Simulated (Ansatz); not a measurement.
Reaction (formal exchange of groups at a Ge–C bond): `[NH2][GeH]([OH])[CH2]F` + `CCC` → `[NH2][GeH2][OH]` + `CCCCF`

Gas-phase electronic energies from Ansatz, PBE0-D4/def2-TZVP geometries. CBS: MP2 limit from def2 TZ/QZ plus the TZ coupled-cluster correction, frozen cores. Functionals use def2-TZVPP. For Ge outer-core shells are correlated without core-valence functions, which leaves a few kJ/mol of doubt a bond. Scalar relativity is left out up to krypton. One conformer a species, not always the lowest.

`[NH2][GeH]([OH])[CH2]F`:

Z-matrix (Å, degrees):
```
Ge
O 1 1.780
C 1 1.977 2 110.1
N 1 1.823 2 108.3 3 115.8
H 1 1.538 2 104.2 3 -121.2
H 2 0.961 1 110.3 3 -92.0
F 3 1.392 1 109.6 2 98.6
H 3 1.093 1 110.6 2 -20.9
H 3 1.094 1 111.3 2 -142.0
H 4 1.009 1 115.0 2 -125.4
H 4 1.008 1 117.9 2 101.0
```

`CCC`:

Z-matrix (Å, degrees):
```
C
C 1 1.519
H 1 1.094 2 111.1
H 1 1.094 2 111.1 3 119.5
H 1 1.093 2 111.7 3 -120.3
C 2 1.519 1 112.7 3 -59.7
H 2 1.095 1 109.5 3 178.2
H 2 1.095 1 109.5 3 62.4
H 6 1.094 2 111.0 1 59.7
H 6 1.093 2 111.7 1 -180.0
H 6 1.094 2 111.1 1 -59.7
```

`[NH2][GeH2][OH]`:

```xyz
8

N     0.686    0.904    0.819
Ge   -0.064   -0.126   -0.478
O    -1.604   -0.685    0.220
H     1.124    0.423    1.590
H     1.276    1.655    0.497
H     0.729   -1.398   -0.867
H    -0.303    0.788   -1.692
H    -1.844   -1.560   -0.089
```

`CCCCF`:

Cartesian coordinates in Å:
```
C -0.689 1.432 -1.127
C -0.647 0.104 -0.392
C 0.622 -0.073 0.426
C 0.696 -1.394 1.146
F 0.727 -2.441 0.236
H -0.636 2.273 -0.430
H 0.153 1.525 -1.819
H -1.608 1.539 -1.707
H -0.727 -0.720 -1.108
H -1.516 0.019 0.271
H 1.502 0.026 -0.220
H 0.697 0.722 1.178
H -0.178 -1.547 1.788
H 1.601 -1.466 1.758
```

| level | ΔE (eV) |
| --- | --- |
| revPBE | 0.12 |
| BLYP | 0.13 |
| SCS-MP2/def2-TZVPP | 0.07 |
| HF/CBS(def2) | -0.02 |

Task: What does CCSD(T)/CBS give? (Estimate.)

Result: The calculation gave: +0.08 eV. The listed levels differ from it by 0.04, 0.05, -0.01, -0.10 eV.

Largest T1 diagnostic among the species: 0.011.

In def2-TZVPP, CCSD(T) changes the Hartree–Fock value by +0.09 eV (the triples alone add +0.01 eV) and MP2 by +0.09 eV. At CCSD(T), def2-SVP lies −0.11 eV from the extrapolated value and def2-TZVPP −0.00 eV.
